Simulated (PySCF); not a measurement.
CH4ClFOSi, SMILES OC[Si@@H](F)Cl. Atoms are numbered in the order given.

```xyz
9

O     -2.1677     0.9976     0.2803
C     -1.6062    -0.2041    -0.2433
Si     0.1654    -0.4225     0.3849
F      0.7303    -1.9069    -0.0150
Cl     1.4095     0.9971    -0.4576
H     -2.2908     0.8727     1.2395
H     -1.5908    -0.1064    -1.3495
H     -2.2176    -1.1143    -0.0219
H      0.2288    -0.2821     1.8756
```

Geometry: PBE-D3(BJ)/def2-SVP. The structure was generated by enumeration; whether it is a known compound was not checked. One conformer was computed; it need not be the lowest.

Two levels are set side by side: PBE/pcSseg-1 (PySCF) and PBE0/pcSseg-1 (PySCF). GIAO shifts against CFCl3 (¹⁹F), H2O (¹⁷O), HCl (³⁵Cl), TMS (²⁹Si), TMS (¹H), TMS (¹³C) at the same level; non-relativistic, no solvent, atoms listed together averaged. Without spin–orbit terms, shifts of atoms bonded to Cl or Br come out too high at both levels. Differences are taken from unrounded values.

```tsv
quantity	PBE0	PBE	PBE minus PBE0
δ(¹⁷O) of O1 (ppm)	-5.0	4.4	9.5
δ(¹³C) of C2 (ppm)	60.1	64.0	3.8
δ(²⁹Si) of Si3 (ppm)	13.9	13.8	0.0
δ(¹⁹F) of F4 (ppm)	-161.3	-174.7	-13.5
δ(³⁵Cl) of Cl5 (ppm)	52.8	72.5	19.7
δ(¹H) of H6 (ppm)	0.02	-0.22	-0.23
δ(¹H) of H7, H8 (ppm)	4.15	4.28	0.13
δ(¹H) of H9 (ppm)	5.78	5.96	0.18
```

Rough cost on one machine, each run with all the roots and properties that it gave: PBE0 against PBE within a factor of 2.
